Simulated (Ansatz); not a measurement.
AlAs₂⁻. Total charge -1; singlet. Geometry PBE-D4/def2-TZVPD; atoms count from 1.

Cartesian coordinates in Å:
```
Al -1.5009 0.0897 0.2087
As 0.8685 -0.5049 0.9433
As 0.6324 0.4152 -1.1520
```

The structure comes from a short search, and lower isomers may exist.

(1) Estimate the Mulliken populations from the PBE0/def2-TZVPD orbitals of Ansatz.

(2) And the Mayer bond orders between heavy atoms (over 0.3)?

Answers

(1) 
| atom | charge (e) |
| --- | --- |
| Al1 | -0.41 |
| As2 | -0.29 |
| As3 | -0.29 |
Mulliken values depend strongly on the basis. With diffuse functions, as here, like atoms can get unlike values, and bond orders can come out too low or too high.

(2) Al1–As2 1.11 (2.55 Å); Al1–As3 1.11 (2.55 Å); As2–As3 1.77 (2.30 Å).
